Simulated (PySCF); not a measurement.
Isomers of C5H7NOS, mass 129.025 u with the commonest isotopes. The calculation used PBE0/def2-SVPD in PySCF (dipole) on a GFN2-xTB geometry, gas phase. One conformer each, none proved a minimum here; rigid rotors.

Task: Order these by rotational constant A, smallest first.
A. `O=[S@@]1CC[C@@]12C=NC2`
B. `[CH3:1][S:2]/[CH:3]=[CH:4]/[O:5][CH2:6][C:7]#[N:8]` with C1–S2–C3–C4 -150°, C3–C4–O5–C6 0°, C4–O5–C6–C7 176°
C. `[CH3:1][CH2:2][O:3][c:4]1[cH:5][n:6][cH:7][s:8]1` with C1–C2–O3–C4 -75°, C2–O3–C4–C5 171°
D. `[CH3:1][O:2][CH2:3][c:4]1[cH:5][s:6][cH:7][n:8]1` with C1–O2–C3–C4 -69°, O2–C3–C4–C5 -60°

Result: A (3044 MHz), C (3872 MHz), D (4110 MHz), B (7133 MHz).

Task: Order these by out-of-plane moment Σ m c² = (Ia + Ib − Ic)/2, largest first.
A. `[CH3:1][O:2][CH2:3][c:4]1[cH:5][s:6][cH:7][n:8]1` with C1–O2–C3–C4 -69°, O2–C3–C4–C5 -60°
B. `[CH3:1][CH2:2][O:3][c:4]1[cH:5][n:6][cH:7][s:8]1` with C1–C2–O3–C4 -75°, C2–O3–C4–C5 171°
C. `[CH3:1][S:2]/[CH:3]=[CH:4]/[O:5][CH2:6][C:7]#[N:8]` with C1–S2–C3–C4 -150°, C3–C4–O5–C6 0°, C4–O5–C6–C7 176°
D. `C1[C@@]2([S@](=O)C1)CN=C2`

Result: A (46.93 u·Å²), D (46.52 u·Å²), B (24.92 u·Å²), C (7.98 u·Å²).

Task: Order these by rotational constant C, smallest first.
A. `O=[S@@]1CC[C@@]12C=NC2`
B. `[CH3:1][CH2:2][O:3][c:4]1[cH:5][n:6][cH:7][s:8]1` with C1–C2–O3–C4 -75°, C2–O3–C4–C5 171°
C. `[CH3:1][O:2][CH2:3][c:4]1[cH:5][s:6][cH:7][n:8]1` with C1–O2–C3–C4 -69°, O2–C3–C4–C5 -60°
D. `[CH3:1][S:2]/[CH:3]=[CH:4]/[O:5][CH2:6][C:7]#[N:8]` with C1–S2–C3–C4 -150°, C3–C4–O5–C6 0°, C4–O5–C6–C7 176°

Result: D (530.2 MHz), C (989.3 MHz), B (1060 MHz), A (1328 MHz).

```json
{"SMILES": "O=[S@@]1CC[C@@]12C=NC2", "point group": "C1", "Ia (u·Å²)": "166.05", "Ib (u·Å²)": "307.61", "Ic (u·Å²)": "380.61", "κ": "-0.63", "μa (D)": "0.83", "μb (D)": "4.49", "μc (D)": "0.53"}
{"SMILES": "COCc1cscn1", "point group": "C1", "Ia (u·Å²)": "122.96", "Ib (u·Å²)": "481.73", "Ic (u·Å²)": "510.83", "κ": "-0.96", "μa (D)": "1.05", "μb (D)": "0.30", "μc (D)": "0.45"}
{"SMILES": "CCOc1cncs1", "point group": "C1", "Ia (u·Å²)": "130.53", "Ib (u·Å²)": "395.97", "Ic (u·Å²)": "476.66", "κ": "-0.85", "μa (D)": "2.79", "μb (D)": "1.60", "μc (D)": "0.25"}
{"SMILES": "CS/C=C/OCC#N", "point group": "C1", "Ia (u·Å²)": "70.85", "Ib (u·Å²)": "898.31", "Ic (u·Å²)": "953.20", "κ": "-0.99", "μa (D)": "3.65", "μb (D)": "2.46", "μc (D)": "0.13"}
```
